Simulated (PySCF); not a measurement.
GaCl, SMILES [Ga][Cl] (connectivity only; charge and spin as stated), neutral, multiplicity 1.

Geometry optimised at PBE-D3(BJ)/def2-TZVP.

Computed with CAM-B3LYP/def2-TZVPD (PySCF).

Isolated molecule, no solvent.

```json
{
 "total_energy": "-2385.26730 hartree",
 "point_group": "C∞v",
 "highest_occupied_level": "-8.82 eV",
 "lowest_empty_level": "-0.86 eV",
 "orbital_gap": "7.97 eV",
 "dipole_moment": "2.68 D",
 "quadrupole, principal values (traceless, Buckingham form, about the centre of nuclear charge)": "-4.97, 2.49, 2.49 D·Å",
 "mean_static_polarisability": "48.7 bohr³ (7.22 Å³)",
 "polarisability_principal_values": "41.6, 41.6, 63.0 bohr³"
}
```
